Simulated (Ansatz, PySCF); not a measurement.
The pair A = SiH4 (SMILES [SiH4]) (first 5 atoms), B = C2H2 (SMILES C#C); geometry from B3LYP-D3(BJ)/def2-TZVP.
(charge 0, multiplicity 1):
```
atom    x (Å)    y (Å)    z (Å)
----  -------  -------  -------
Si     0.2850  -0.0683   0.0513
H      1.1256   1.0035   0.6274
H     -1.1437   0.2284   0.2948
H      0.6380  -1.3681   0.6624
H      0.5226  -0.1390  -1.4104
C      0.1955  -0.1229   3.7438
C     -0.9086   0.2949   3.5474
H      1.1764  -0.4941   3.9150
H     -1.8885   0.6654   3.3694
```

Frozen-core correlation. MP2 and its Hartree–Fock in aug-cc-pV(Q+d)Z are density fitted. Rows in 6-31G* carry no dispersion term and start afresh at each structure (6-31G* with six Cartesian d functions). MP2/6-31G* freezes PySCF's default core.

Programs: Ansatz (a quantum-chemistry and plane-wave program); PySCF for 6-31G* rows. Values without a source in brackets are computed.

Total energies (hartree), monomers frozen at their geometry in the pair:

```
structure              HF/aug-cc-pV(Q+d)Z    MP2/6-31G*  MP2/aug-cc-pV(D+d)Z
---------------------  ------------------  ------------  -------------------
AB                           -368.1216979  -368.3748386         -368.4650945
A in the pair's basis        -291.2676124  -291.3074292         -291.3723172
B in the pair's basis         -76.8550758   -77.0674327          -77.0912185
A                            -291.2676088  -291.3070896         -291.3718007
B                             -76.8550656   -77.0659338          -77.0905164
```

**Question.** Work out the interaction energy without and with the counterpoise correction, and the superposition error, for each level.

**Answer.** 
E(AB) − E(A) − E(B), times 627.509 kcal/mol, with the monomers in their own basis and then in the pair's basis:
- HF/aug-cc-pV(Q+d)Z: 0.61 uncorrected, 0.62 corrected; the monomers gain 0.01 kcal/mol from borrowed functions
- MP2/6-31G*: -1.14 uncorrected, 0.01 corrected; the monomers gain 1.15 kcal/mol from borrowed functions
- MP2/aug-cc-pV(D+d)Z: -1.74 uncorrected, -0.98 corrected; the monomers gain 0.76 kcal/mol from borrowed functions
